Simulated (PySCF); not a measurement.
## Removal energies of Hf⁴⁴⁺ from EOM-IP-GCCSD

Reference: closed-shell Hf⁴⁴⁺, [Ar] 3d10; one electron is removed. Calculated with PySCF 2.14, two-component X2C-1e with screened spin-orbit coupling, an even-tempered Gaussian basis (18 s from 3.5 bohr⁻², ratio 2.6; 15 p from 4.6 bohr⁻², ratio 2.6; 10 d from 4.6 bohr⁻², ratio 2.6; 5 f from 4.7 bohr⁻², ratio 2.8); frozen [Ar]; the 98 highest virtual spinors dropped; of the others 70 kept and the rest restored at second order. No Breit or QED terms. Binding energies in eV.

| level | Koopmans |
| --- | --- |
| 3d3/2 | 3807.0 |
| 3d5/2 | 3747.1 |

Task: How does correlation move these levels?

Result: 3d3/2: second order 3806.2, EOM-CCSD 3806.3; 3d5/2: second order 3746.5, EOM-CCSD 3746.6.

For comparison, the ionisation energy of Hf⁴⁴⁺ is 3741 ± 4 eV (theoretical estimate listed by NIST; NIST Atomic Spectra Database, ionization energies).
